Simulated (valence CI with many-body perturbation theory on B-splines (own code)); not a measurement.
# Re60+: one-electron terms

Calculated by relativistic CI+MBPT: five valence electrons over a frozen Dirac-Fock core [Ne], a basis of 11 s, 11 p, 10 d, 8 f, 5 g, 2 h functions for each j, with the one-electron correlation potential Σ1 (screened to all orders), the two-electron term Σ2, the three-electron term Σ3, Breit, model QED; selected single and double excitations, second order for the rest, scaled by the run's own slope (own B-spline code, finite nucleus).

The last digits are not significant, and no measured levels were compared; by estimate large intervals hold to a few tenths of a per cent, small ones and those within an open d or f shell to about a per cent. Among the levels kept, up to 3100 cm⁻¹ of a level comes from second order outside the variational space, and about a tenth of that is noise between levels of different J, which matters for small intervals.

These are the spectroscopic orbitals of the CI (the correlating ones are not listed), shaped by the core and the other valence electrons. h is the expectation value of the core's Dirac-Fock operator, without the valence repulsion; Σ1 is computed up to l = 3 at one energy for each symmetry, that of its lowest orbital but kept below the first core excitation, so for empty shells it is not the orbital's own correlation shift; Breit and QED include the response of the core.

| Orbital | h (hartree) | Σ1 (cm⁻¹) | Breit (cm⁻¹) | QED (cm⁻¹) | ⟨r⟩ (bohr) |
| --- | --- | --- | --- | --- | --- |
| 3s1/2 | -271.04 | -7382 | 49265 | 41683 | 0.1823 |
| 4s1/2 | -147.26 | -2475 | 18948 | 16597 | 0.3392 |
| 5s1/2 | -92.229 | -1133 | 8996 | 8092 | 0.5465 |
| 6s1/2 | -63.12 | -618 | 5020 | 4549 | 0.8024 |
| 7s1/2 | -45.886 | -375 | 3085 | 2807 | 1.108 |
| 8s1/2 | -34.851 | -245 | 2031 | 1853 | 1.462 |
| 3p1/2 | -265 | -9675 | 82724 | 2879 | 0.1713 |
| 4p1/2 | -144.74 | -3186 | 31947 | 1165 | 0.3307 |
| 5p1/2 | -90.966 | -1465 | 15338 | 578 | 0.5400 |
| 6p1/2 | -62.399 | -801 | 8599 | 328 | 0.7980 |
| 7p1/2 | -45.437 | -487 | 5300 | 204 | 1.105 |
| 8p1/2 | -34.553 | -319 | 3497 | 135 | 1.461 |
| 3p3/2 | -250.21 | -8058 | 44617 | 6239 | 0.1829 |
| 4p3/2 | -138.68 | -2782 | 17391 | 2520 | 0.3463 |
| 5p3/2 | -87.926 | -1305 | 9353 | 1254 | 0.5595 |
| 6p3/2 | -60.663 | -722 | 5281 | 714 | 0.8216 |
| 7p3/2 | -44.355 | -442 | 3271 | 444 | 1.133 |
| 8p3/2 | -33.834 | -291 | 2168 | 295 | 1.493 |
| 3d3/2 | -243.13 | -10179 | 37675 | -1061 | 0.1563 |
| 4d3/2 | -135.96 | -2869 | 13607 | -321 | 0.3230 |
| 5d3/2 | -86.586 | -1281 | 6463 | -141 | 0.5388 |
| 6d3/2 | -59.904 | -695 | 3602 | -74.9 | 0.8035 |
| 7d3/2 | -43.883 | -422 | 2216 | -44.8 | 1.117 |
| 3d5/2 | -239.72 | -8824 | 18052 | 738 | 0.1599 |
| 4d5/2 | -134.49 | -2475 | 6424 | 402 | 0.3274 |
| 5d5/2 | -85.834 | -1107 | 3146 | 221 | 0.5442 |
| 6d5/2 | -59.469 | -602 | 1758 | 132 | 0.8098 |
| 7d5/2 | -43.609 | -366 | 1084 | 84.6 | 1.125 |
| 4f5/2 | -133.03 | -2412 | 1356 | -220 | 0.2854 |
| 5f5/2 | -85.099 | -1174 | 925 | -115 | 0.5041 |
| 6f5/2 | -59.05 | -662 | 573 | -67.2 | 0.7716 |
| 7f5/2 | -43.349 | -410 | 381 | -42.4 | 1.088 |
| 4f7/2 | -132.39 | -2265 | 413 | 114 | 0.2876 |
| 5f7/2 | -84.772 | -1096 | 279 | 55.2 | 0.5066 |
| 6f7/2 | -58.861 | -617 | 166 | 31.3 | 0.7745 |
| 7f7/2 | -43.229 | -382 | 110 | 19.6 | 1.092 |
| 5g7/2 | -84.6 |  | 29.9 | -54.2 | 0.4460 |
| 6g7/2 | -58.763 |  | 29.7 | -32.0 | 0.7145 |
| 7g7/2 | -43.168 |  | 23.1 | -20.3 | 1.032 |
| 5g9/2 | -84.411 |  | 6.4 | 41.2 | 0.4475 |
| 6g9/2 | -58.653 |  | 6.3 | 23.6 | 0.7162 |
| 7g9/2 | -43.098 |  | 4.8 | 14.8 | 1.034 |
| 6h9/2 | -58.624 |  |  |  | 0.6362 |
| 6h11/2 | -58.552 |  |  |  | 0.6375 |

Among the shells of the start configuration 3s2 3p3, Σ1 is largest in size for 3p1/2, where it is 0.017 % of h.

Lowest root of each symmetry, sizes in configuration state functions:

```tsv
J	Parity	Roots	Reference	Variational	Second order	Change by selected CI (cm⁻¹)	Change by second order (cm⁻¹)
1/2	even	15	84	31994	642603	-18090	-609
3/2	even	22	135	31989	1197063	-21434	-876
5/2	even	20	147	31983	1486687	-21603	-1348
7/2	even	13	118	31997	1658581	-20619	-1866
9/2	even	6	80	31988	1225816	-21446	-1191
11/2	even	1	37	31989	393681	-18938	-549
13/2	even	1	15	31995	275926	-23302	-357
1/2	odd	19	88	32000	639950	-18600	-628
3/2	odd	29	145	31999	1257683	-17587	-1075
5/2	odd	27	153	31997	1600049	-16942	-1832
7/2	odd	20	129	31997	1682828	-18711	-2408
9/2	odd	11	83	32000	1153306	-18670	-1465
11/2	odd	4	43	31999	1117548	-19982	-1068
```
